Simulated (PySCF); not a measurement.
Polarisability and C₆ of Cr (chromium, neutral)

[Ar] 3d5 4s1, high-spin 7S determinant. All numbers are calculated (PySCF 2.14, no relativity, point nucleus, in def2-TZVPPD (6s6p4d2f1g, 67 functions)). Coupled (time-dependent) response in atomic units; α is the mean over directions.

```json
{"method": "wB97X-V", "mean α (bohr³)": "87.73", "C₆ (like pair)": "714.8", "S(−4)": "6503"}
{"method": "wB97M-V", "mean α (bohr³)": "87.14", "C₆ (like pair)": "700.1", "S(−4)": "6563"}
```

S(−4) is the Cauchy moment in α(ω) = α(0) + S(−4) ω² + …

Reference α: 83 ± 12 bohr³ (recommended; Schwerdtfeger and Nagle, table of static dipole polarizabilities (2023 update)). Published C₆: 602.0 (Chu and Dalgarno (2004); Tang, Norbeck and Certain (1976)).

α(iu) at wB97M-V:

| u (hartree) | α(iu) (bohr³) |
| --- | --- |
| 0 | 87.14 |
| 0.0500 | 73.48 |
| 0.100 | 50.64 |
| 0.200 | 23.91 |
| 0.300 | 13.74 |
| 0.500 | 6.933 |
| 0.750 | 4.334 |
| 1.00 | 3.225 |
| 1.50 | 2.139 |
| 2.00 | 1.548 |
| 3.00 | 0.9054 |
| 5.00 | 0.4062 |

A single London oscillator, α(iu) = α/(1 + u²/ω²), gives C₆ = (3/4) ω α². Matching the computed C₆ needs ω = 4 × 700.1 / (3 × 87.14²) = 0.123 hartree.
